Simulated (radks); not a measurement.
The numbers below are computed, except where a source is named.
Q: Excited configurations of O I: one electron is placed in a higher orbital outside [He] 2s2 2p3. The ground configuration is [He] 2s2 2p4. Code: a radial shooting solver on a logarithmic mesh with Libxc functionals. Model: Dirac Kohn-Sham, LDA (Slater exchange, Perdew-Wang correlation), spin-unpolarised, spherical densities, finite nucleus; open shells are shared between the two j in proportion to 2j + 1; Fermi nuclear charge, rms radius 2.6991 fm. Excitation = E - E(ground); binding = E(ion) - E, where the ion is the core of charge +1; n* = 1/sqrt(2 binding) in atomic units, and the quantum defect is n - n*. Eigenvalue and <r> are those of j = l + 1/2.

| outer orbital | excitation (eV) | binding (eV) | n* | quantum defect | eigenvalue (eV) | <r> (bohr) |
|---|---|---|---|---|---|---|
| 3s | 12.195 | 4.389 | 1.761 | 1.239 | -2.427 | 4.822 |
| 6s | 15.880 | 0.705 | 4.393 | 1.607 | -0.464 | 31.82 |
| 6d | 16.116 | 0.468 | 5.390 | 0.610 | -0.307 | 45.95 |
| 7s | 16.090 | 0.494 | 5.247 | 1.753 | -0.335 | 46.22 |
| 7d | 16.233 | 0.351 | 6.224 | 0.776 | -0.238 | 63.23 |

Estimate the row for 3d.

A: excitation (eV) 15.020; binding (eV) 1.565; n* 2.949; quantum defect 0.051; eigenvalue (eV) -0.721; <r> (bohr) 10.27. The Delta-SCF ionisation energy is 16.585 eV (NIST Atomic Spectra Database: 13.618 eV, measured). Self-interaction in the functional shifts the binding energies and quantum defects, so they are the method's values and not measured ones. Spin polarisation and multiplet splitting are left out, so open shells lie too high by an amount that depends on their filling.

Beside tabulated values, note that spin-unpolarised runs miss the spin-polarisation part of the exchange energy of open shells.
